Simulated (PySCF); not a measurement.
C2H5S, SMILES CS[CH2], multiplicity 2.

Coordinates come from a r2SCAN-D4/def2-TZVP optimisation. The isomer is the one that the SMILES or the coordinates give; other isomers of the formula were not compared.

Two levels are set side by side: PBE/def2-TZVPD (PySCF) and r2SCAN/def2-TZVPD (PySCF). Same geometry, gas phase. Differences are taken from unrounded values.

| quantity | r2SCAN | PBE | PBE minus r2SCAN |
|---|---|---|---|
| α-spin orbital gap (eV) | 4.00 | 3.18 | -0.82 |
| β-spin orbital gap (eV) | 4.91 | 4.25 | -0.67 |
| dipole moment (D) | 1.47 | 1.44 | -0.03 |
| mean polarisability (bohr³) | 49.8 | 51.5 | 1.7 |

Rough cost on one machine, each run with all the roots and properties that it gave: r2SCAN against PBE about 4 times.
